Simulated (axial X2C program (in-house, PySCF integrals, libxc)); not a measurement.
Potential curves of Zr₂, with spin–orbit coupling

Computed with an in-house all-electron X2C program for linear molecules (integrals from PySCF). Two-component (2c) means X2C with spin–orbit coupling and atomic mean-field two-electron Coulomb and Gaunt terms. Basis: Zr dyall-cv3z [11s12p9d6f3g] (cores contracted in-house); Gaussian nuclei, density fitting, unrestricted open shells. Masses: Zr 89.905 u.

State: Ω = 1 (⟨Sz⟩ = -1.00, ⟨Lz⟩ = 2.00 at PBE0). Energies in eV from the lowest point of each curve. Fits are polynomials in 1 − R0/R over 0.85 to 1.23 times the lowest point R0.

```tsv
R (Å)	PBE0
2.0129	0.5017
2.0793	0.1855
2.1456	0.0350
2.2120	0.0000
2.2894	0.0628
2.3668	0.2077
2.4664	0.4841
```

One determinant describes the state; a PBE0 search over occupations chose it and may have missed a lower one. Density functionals use the spin component along the axis (collinear). Other states lie close and PBE0, whose exact exchange favours high spin, may order them wrongly; the determinant shown need not be the ground state. The nearest other 2c determinant of the search, Ω = 3, lies 0.07 eV up at the distance of the search. Without a current term, density functionals place determinants with orbital angular momentum somewhat too high. With several unpaired electrons one determinant need not be a pure state.

Problem. What are Re and ωe at the PBE0 level?

Solution. At PBE0, 2c: Re = 2.203 Å, ωe ≈ 343 cm⁻¹; Be follows as 0.0772 cm⁻¹.
